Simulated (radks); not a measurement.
The numbers below are computed, except where a source is named.
Dynamic dipole polarisability and lines of the selenium ion Se22+, [Ne] 3s2. Level of theory: scalar-relativistic Kohn-Sham, LDA (Slater exchange, Perdew-Wang correlation), spin-unpolarised, spherical densities, finite nucleus; Fermi nuclear charge, rms radius of each element as measured or else 0.836 A^(1/3) + 0.57 fm (a radial shooting solver on a logarithmic mesh with Libxc functionals). Time-dependent linear response with the Hartree and adiabatic LDA kernel, continuum included through the Sternheimer equations, no spin-orbit coupling, so fine structure and intercombination lines are absent. Lines are the poles of the dipole polarisability below minus the highest occupied eigenvalue, found on a grid refined at the orbital gaps; the lowest seven at most are given, and weak or close lines can be missed. The first line takes the name of the lowest orbital gap if no other gap lies below it; otherwise a line is named after a gap within 0.6 % of it, if that gap stands alone.

| photon energy (eV) | alpha (bohr^3) |
|---|---|
| 0 | 0.09521 |
| 47.691 | 0.1739 |
| 111.28 | -0.05611 |
| 174.87 | -0.01339 |
| 238.45 | -0.004142 |
| 302.04 | -0.0001148 |
| 365.63 | 0.002805 |
| 429.22 | 0.007565 |
| 492.81 | -0.07062 |
| 556.39 | -0.003770 |
| 619.98 | 0.0004018 |
| 683.57 | -0.007142 |
| 747.16 | 0.001343 |
| 810.75 | 0.001398 |
| 874.33 | 0.0009854 |
| 937.92 | 0.01604 |

Lines (eV, oscillator strength): 70.111 (17.68 nm, 3s-3p), f = 0.606; 487.15 (2.545 nm, 3s-4p), f = 0.535; 671.94 (1.845 nm, 3s-5p), f = 0.156; 767.04 (1.616 nm, 3s-6p), f = 0.0699; 822.63 (1.507 nm, 3s-7p), f = 0.0382; 857.98 (1.445 nm, 3s-8p), f = 0.0234; 881.86 (1.406 nm, unassigned), f = 0.0155. Higher lines, where found, are left out when the end of the mesh affects them. Those listed give 98 % of the static polarisability (sum of f/w^2). Orbital energy gaps for comparison: 3s-3p 57.294 eV; 3s-4p 487.90 eV; 3s-5p 672.16 eV; 3s-6p 767.10 eV; 3s-7p 822.64 eV.
